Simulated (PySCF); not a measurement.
Species: C6H15P2 (charge +1).
Numbering: `[CH2:1]=[CH:2][CH2:3][P@@+:4]([CH3:5])([PH2:6])[CH2:7][CH3:8]` (hydrogens: H9, H10 on C1; H11 on C2; H12, H13 on C3; H14, H15, H16 on C5; H17, H18 on P6; H19, H20 on C7; H21, H22, H23 on C8)

Method: PBE0-D3(BJ)/def2-SVP geometry optimisation, gas phase (PySCF 2.14.0).

Task: Give the optimised bond lengths and angles.

Result: 
```json
{"bond": "C1=C2", "length (bohr)": "2.521", "order": "double"}
{"bond": "C2–C3", "length (bohr)": "2.832", "order": "single"}
{"bond": "C3–P4", "length (bohr)": "3.452", "order": "single"}
{"bond": "P4–C5", "length (bohr)": "3.405", "order": "single"}
{"bond": "P4–P6", "length (bohr)": "4.151", "order": "single"}
{"bond": "P4–C7", "length (bohr)": "3.439", "order": "single"}
{"bond": "C7–C8", "length (bohr)": "2.874", "order": "single"}
{"bond": "C1–H9", "length (bohr)": "2.069", "order": "single"}
{"bond": "C1–H10", "length (bohr)": "2.064", "order": "single"}
{"bond": "C2–H11", "length (bohr)": "2.071", "order": "single"}
{"bond": "C3–H12", "length (bohr)": "2.085", "order": "single"}
{"bond": "C3–H13", "length (bohr)": "2.085", "order": "single"}
{"bond": "C5–H14, C5–H15, C5–H16", "length (bohr)": "2.079", "order": "single"}
{"bond": "P6–H17, P6–H18", "length (bohr)": "2.698", "order": "single"}
{"bond": "C7–H19", "length (bohr)": "2.085", "order": "single"}
{"bond": "C7–H20", "length (bohr)": "2.087", "order": "single"}
{"bond": "C8–H21, C8–H22, C8–H23", "length (bohr)": "2.078", "order": "single"}
```

Bonds in one row agree within 0.02 bohr and their mean is given. Orders are formal, as drawn. A selection of angles:
```json
{"angle": "C1–C2–C3", "degrees": "123.9"}
{"angle": "C2–C3–P4", "degrees": "112.1"}
{"angle": "C3–P4–C5", "degrees": "108.6"}
{"angle": "C3–P4–P6", "degrees": "107.5"}
{"angle": "C3–P4–C7", "degrees": "109.9"}
{"angle": "C5–P4–P6", "degrees": "106.8"}
{"angle": "C5–P4–C7", "degrees": "108.8"}
{"angle": "P6–P4–C7", "degrees": "115.0"}
{"angle": "P4–C7–C8", "degrees": "115.3"}
```

Dihedral angles: C1–C2–C3–P4 105° (anticlinal); C2–C3–P4–C5 -61° (synclinal); C3–P4–C7–C8 -63° (synclinal).

P6 (three-coordinate phosphorus) is pyramidal (angles 94.4°, 92.4° and 91.8°, sum 278.6°, 0.87 Å off the plane of its three neighbours). The 3 C–P bonds span 1.802 Å (P4–C5, drawn single) to 1.826 Å (C3–P4, drawn single), a spread of 0.024 Å. P4 (phosphorus bonded to 3 C and P) is distorted tetrahedral (angles from 106.8° to 115.0°). The 3 C–C bonds span 1.334 Å (C1=C2, drawn double) to 1.521 Å (C7–C8, drawn single), a spread of 0.187 Å. C2 (alkene CH carbon) is planar (angles 123.9°, 119.6° and 116.5°, sum 360.0°, 0.00 Å off the plane of its three neighbours). Of the pairs four or more bonds apart, H17···H21 is among the closest relative to their van der Waals radii: 2.46 Å, 103 % of the sum of Bondi's values. C1 (terminal =CH2 carbon) is planar (angles 122.1°, 120.9° and 117.0°, sum 360.0°, 0.01 Å off the plane of its three neighbours).

Point group: C1 (no symmetry element, even within 0.4 Å). No PBE0-D3(BJ)/def2-SVP frequencies stand behind this structure, so it isn't proved a minimum. Torsions: C1–C2–C3–P4 105°, C2–C3–P4–C5 -61°, C3–P4–P6–H 70° and 165°, C3–P4–C7–C8 -63°.

One conformer stands for the species.
